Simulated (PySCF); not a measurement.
From one molecule to another.

First species: C5H9O2P.
Structure used (GFN2-xTB), in Å, numbered top down from 1:
```
atom  x, y, z in Å
C1     2.699    0.498    0.263
C2     1.592    0.636   -0.442
P3     0.376   -0.712   -0.467
O4     0.773   -1.939    0.235
O5     0.161   -0.976   -2.049
C6    -1.190    0.037    0.099
C7    -2.026    0.600   -0.757
C8    -1.376   -0.043    1.575
H9     3.458    1.262    0.321
H10    2.875   -0.416    0.809
H11    1.357    1.524   -1.008
H12    0.273   -1.919   -2.189
H13   -2.951    1.051   -0.434
H14   -1.817    0.620   -1.813
H15   -1.240   -1.075    1.897
H16   -0.611    0.554    2.076
H17   -2.360    0.310    1.875
```

Second species: C₃H₅N₃OSi.
Cartesian coordinates in Å at the GFN2-xTB level; atoms count from 1:
```
atom  x, y, z in Å
O1     3.1702    1.3912    0.1026
C2     2.7805    0.3556   -0.3755
C3     1.3921   -0.0673   -0.4216
C4     0.2436    0.5604    0.0355
N5    -0.7670   -0.2732   -0.2663
Si6   -2.5127   -0.1460    0.0057
N7    -0.2540   -1.3621   -0.8814
N8     0.9986   -1.2486   -0.9744
H9     3.4667   -0.3798   -0.8325
H10    0.0990    1.4975    0.5285
H11   -3.0211   -1.3844   -0.5555
H12   -2.6726   -0.0097    1.4520
H13   -2.9278    1.0668   -0.6963
```

Levels: B3LYP/def2-SVPD for dipole moment, HOMO energy, LUMO energy, HOMO–LUMO gap, static isotropic polarisability and electronic spatial extent ⟨r²⟩ about the centre of nuclear charge; TDDFT B3LYP/def2-SVPD for lowest singlet excitation; TDA B3LYP/def2-SVPD for lowest triplet excitation (Tamm–Dancoff); GFN2-xTB for rotational constant A and rotational constant C. Geometries: GFN2-xTB. Each structure is a single optimised conformer of the isolated species, non-relativistic unless stated. Electronic properties by PySCF.

Dipoles, sizes and rotational constants follow the conformer. The torsions of the flexible species, by atom-mapped SMILES:
- `[CH2:1]=[CH:2][P@:3](=[O:4])([OH:5])[C:6](=[CH2:7])[CH3:8]`: C1–C2–P3–O4 -5°, C2–P3–C6–C7 89°, H–O5–P3–C2 129°
- `[O:1]=[CH:2][c:3]1[cH:4][n:5]([SiH3:6])[n:7][n:8]1`: O1–C2–C3–C4 0°

| property | column X | column Y |
| --- | --- | --- |
| dipole moment | 4.75 D | 2.58 D |
| HOMO energy | -7.46 eV | -7.72 eV |
| LUMO energy | -2.09 eV | -1.29 eV |
| HOMO–LUMO gap | 5.37 eV | 6.43 eV |
| lowest singlet excitation | 3.78 eV | 5.40 eV |
| lowest triplet excitation (Tamm–Dancoff) | 3.27 eV | 4.23 eV |
| static isotropic polarisability | 85.3 au | 90.0 au |
| electronic spatial extent ⟨r²⟩ about the centre of nuclear charge | 1321 bohr² | 1127 bohr² |
| rotational constant A | 5.304 GHz | 2.260 GHz |
| rotational constant C | 0.818 GHz | 1.280 GHz |

(1) Which column belongs to which species?

(2) How does each property change from the first species to the second?

## Answers

(1) Column X is the second species and column Y the first. The first has 17 atoms and 70 electrons, the second 13 and 66.

(2) dipole moment +2.17 D; HOMO energy +0.26 eV; LUMO energy -0.80 eV; HOMO–LUMO gap -1.06 eV; lowest singlet excitation -1.62 eV; lowest triplet excitation (Tamm–Dancoff) -0.96 eV; static isotropic polarisability -4.7 au; electronic spatial extent ⟨r²⟩ about the centre of nuclear charge +194 bohr²; rotational constant A +3.044 GHz; rotational constant C -0.462 GHz.

On the first: The polarisability is 13.34 Å³ as a volume (1 au = 0.148185 Å³), or 1.29 au for each of the 70 electrons. No computed singlet falls in the visible range (750 to 380 nm, 1.65 to 3.26 eV); S1 lies 2.14 eV above its blue end.

On the second: The vertical singlet–triplet gap S1 − T1 is 0.51 eV (TDDFT singlet less Tamm–Dancoff triplet; S1: HOMO→LUMO, weight 0.94; T1: HOMO→LUMO, weight 0.90). S1 lies 1.59 eV below the HOMO–LUMO gap; its leading configuration is HOMO→LUMO, weight 0.94.
